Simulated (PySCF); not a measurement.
# sulfur hexafluoride: calculation against experiment

**Experimental background.**

From NIST CCCBDB Release 22 (SRD 101), experimental polarizabilities, for the gas: mean polarisability 4.49 Å³.

The runs below try to reproduce these values; the comparison stands at the end.

Species: sulfur hexafluoride, SF6.
Atom-mapped SMILES: `[F:1][S:2]([F:3])([F:4])([F:5])([F:6])[F:7]`

Cartesian coordinates in Å at the GFN2-xTB level; atoms count from 1:
```xyz
7
SF6 angstrom
F     -0.389   -1.108   -0.947
S      0.001    0.001    0.125
F      1.540   -0.223   -0.204
F      0.079   -1.118    1.253
F     -0.078    1.119   -1.003
F      0.390    1.110    1.197
F     -1.539    0.224    0.453
```

Runs made with PySCF (gas phase, on this GFN2-xTB geometry; no spin–orbit coupling):

```
              level                                                                job  basis functions  wall time
CAM-B3LYP/def2-SVPD  8 singlets by full TDDFT, 3 Tamm–Dancoff triplets, polarisability              165       25 s
```

Hardware: one thread of an Arm Neoverse V1, no GPU, on a shared host.

Results beside the measurements:

**Mean polarisability.** Measured: 4.49 Å³ (NIST CCCBDB Release 22 (SRD 101), experimental polarizabilities).

```
              level  computed (Å³)  computed − measured (Å³)  % (from the printed values)
CAM-B3LYP/def2-SVPD           4.60                     +0.11                           +2
```

The computed values are static and purely electronic, with core orbitals frozen in the response (1 au = 0.148185 Å³). The table of measured values doesn't say here whether a value is static or optical, or holds a vibrational part.

No measured geometry was used, and the causes of the misses weren't examined.
